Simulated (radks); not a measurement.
All-electron atom: Pt+ in [Xe] 4f14 5d7 6s2 (not the ground configuration).

Method: Dirac Kohn-Sham, PBEsol, spin-unpolarised, spherical densities, point nucleus; open shells are shared between the two j in proportion to 2j + 1; computed with a radial shooting solver on a logarithmic mesh with Libxc functionals.

Energy parts (hartree):
| part | energy |
|---|---|
| total | -18441.0559 |
| kinetic | 21105.8632 |
| electron-nucleus | -46342.1944 |
| Hartree | 7146.6959 |
| exchange-correlation | -351.4206 |

Orbitals (lengths in bohr, moments of r in powers of bohr; r(90%) holds 90 % of the orbital's charge):
| orbital | occ. | eigenvalue (hartree) | <r> | <r^2> | r(90%) | <r^4> | small-component weight |
|---|---|---|---|---|---|---|---|
| 1s1/2 | 2 | -2877.531 | 0.01715 | 0.0004061 | 0.0313 | 4.520e-07 | 8.75e-02 |
| 2s1/2 | 2 | -505.5731 | 0.07170 | 0.006145 | 0.112 | 0.00006620 | 2.00e-02 |
| 2p1/2 | 2 | -484.5601 | 0.05907 | 0.004357 | 0.0984 | 0.00003946 | 2.01e-02 |
| 2p3/2 | 4 | -421.0477 | 0.06750 | 0.005548 | 0.110 | 0.00006036 | 1.79e-02 |
| 3s1/2 | 2 | -119.1541 | 0.1866 | 0.03996 | 0.275 | 0.002416 | 6.66e-03 |
| 3p1/2 | 2 | -109.7321 | 0.1768 | 0.03648 | 0.266 | 0.002112 | 6.61e-03 |
| 3p3/2 | 4 | -95.77165 | 0.1923 | 0.04294 | 0.288 | 0.002890 | 5.97e-03 |
| 3d3/2 | 4 | -80.09611 | 0.1676 | 0.03300 | 0.261 | 0.001926 | 5.86e-03 |
| 3d5/2 | 6 | -77.08667 | 0.1724 | 0.03475 | 0.267 | 0.002116 | 5.69e-03 |
| 4s1/2 | 2 | -26.01885 | 0.4150 | 0.1946 | 0.596 | 0.05485 | 2.25e-03 |
| 4p1/2 | 2 | -22.02481 | 0.4180 | 0.1990 | 0.608 | 0.05885 | 2.15e-03 |
| 4p3/2 | 4 | -18.69659 | 0.4519 | 0.2323 | 0.656 | 0.08006 | 1.91e-03 |
| 4d3/2 | 4 | -12.15937 | 0.4618 | 0.2469 | 0.690 | 0.09714 | 1.71e-03 |
| 4d5/2 | 6 | -11.54055 | 0.4731 | 0.2588 | 0.707 | 0.1067 | 1.65e-03 |
| 4f5/2 | 6 | -3.18649 | 0.5122 | 0.3195 | 0.827 | 0.2135 | 1.27e-03 |
| 4f7/2 | 8 | -3.05945 | 0.5195 | 0.3288 | 0.839 | 0.2267 | 1.24e-03 |
| 5s1/2 | 2 | -4.27109 | 0.9498 | 1.012 | 1.36 | 1.491 | 5.57e-04 |
| 5p1/2 | 2 | -2.99016 | 1.028 | 1.195 | 1.49 | 2.148 | 4.75e-04 |
| 5p3/2 | 4 | -2.43044 | 1.125 | 1.431 | 1.63 | 3.104 | 4.03e-04 |
| 5d3/2 | 2.8 | -0.72783 | 1.520 | 2.712 | 2.34 | 13.26 | 2.24e-04 |
| 5d5/2 | 4.2 | -0.67108 | 1.577 | 2.925 | 2.43 | 15.54 | 2.09e-04 |
| 6s1/2 | 2 | -0.55663 | 2.554 | 7.360 | 3.72 | 82.85 | 7.97e-05 |

The highest occupied level is 6s1/2 at -15.147 eV. Summed over all electrons, <r^2> = 54.25 bohr^2, which gives a Langevin (diamagnetic) susceptibility term of -43 x 10^-6 cm^3/mol.
